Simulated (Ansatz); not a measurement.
Correlation energies of H₆OSi₂Zn, SMILES `O[SiH2][SiH2][ZnH]` by basis set

```csv
atom,x (Å),y (Å),z (Å)
O1,1.335,-0.130,1.817
Si2,0.256,0.900,1.097
Si3,-1.102,-0.163,-0.492
Zn4,0.105,-1.329,-2.175
H5,2.037,-0.489,1.273
H6,-0.544,1.456,2.217
H7,0.970,2.026,0.421
H8,-2.035,-1.089,0.218
H9,-1.945,0.905,-1.114
H10,0.922,-2.086,-3.262
```

The species carries charge 0 and has multiplicity 1. For Zn the d shell is correlated and the shells below it are frozen. Scalar relativity is left out up to krypton. All single points use the PBE0-D4/def2-TZVP geometry. It is one conformer, not always the lowest. Frozen core, restricted reference, the Gaussian-basis code of Ansatz.

```tsv
basis	HF (Eh)	MP2 corr.
def2-SVP	-2433.55175	-0.69380
def2-TZVPP	-2434.10482	-1.00432
def2-QZVPP	-2434.16764	-1.07951
```

Q: Estimate the CCSD correlation energy and the (T) correction in each basis where they were run (hartree).

A: 
| basis | CCSD corr. | (T) |
| --- | --- | --- |
| def2-SVP | -0.72156 | -0.01885 |
| def2-TZVPP | -1.00296 | -0.03361 |
